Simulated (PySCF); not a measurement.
Peak assignment

Atoms are numbered as in `[cH:1]1[cH:2][cH:3][c:4]2[c:5]([cH:6]1)[O:7][CH2:8][CH2:9][O:10]2`; H(Xn) means a hydrogen on atom n.

No solvent model, single conformer, rapidly exchanging positions averaged, no relativistic terms. Coordinates at the PBE0-D3(BJ)/def2-SVP level; shielding tensors at B3LYP/pcSseg-1 (GIAO); PySCF 2.14.0 with density-fitted response routines.

References, each an isolated molecule treated in the same way: ¹³C (179.24 ppm), ¹H (31.38 ppm) against TMS.

Question: Assign these signals to the numbered atoms. ¹³C{¹H} NMR (computed): δ 149.5, 126.6, 122.8, 66.0.

Answer: 
| δ (ppm) | atoms | environment | reason |
| --- | --- | --- | --- |
| 149.5 | C4/C5 | aromatic carbon bearing oxygen | an ipso carbon deshielded by its heteroatom |
| 126.6 | C1/C2 | aromatic CH | the aromatic region |
| 122.8 | C3/C6 | aromatic CH | – |
| 66.0 | C8/C9 | sp3 CH2 bonded to O | deshielded by the electronegative neighbour |

Question: Assign these signals to the numbered atoms. ¹H NMR (400 MHz, computed): δ 6.87 (m, 2H), 6.82 (m, 2H), 3.90 (s, 4H).

Answer: 
| δ (ppm) | atoms | environment | reason |
| --- | --- | --- | --- |
| 6.87 | H(C3)/H(C6) | hydrogen on an aromatic CH | π donation from the O or N substituent shields it against benzene |
| 6.82 | H(C1)/H(C2) | hydrogen on an aromatic CH | – |
| 3.90 | H(C8)/H(C9) | hydrogen on an sp3 CH2 bonded to O | its carbon carries O, hence the downfield position |

H(C3)/H(C6) and H(C1)/H(C2) lie closer than the usual error of such a calculation, so a measured spectrum could show them in the other order.

Shifts are as computed. Against solution values, carbons near 30 ppm lie about +2 ppm off and those near 130 ppm about +6 ppm. Of 1211 compounds with measured shifts, 218 miss one by over three times the rms of a fit or turn the order of signals round; such compounds aren't used in these exercises. Multiplicities follow the n + 1 count of equivalent neighbours, as no J values were calculated; m marks all less simple cases, F and P coupling included.
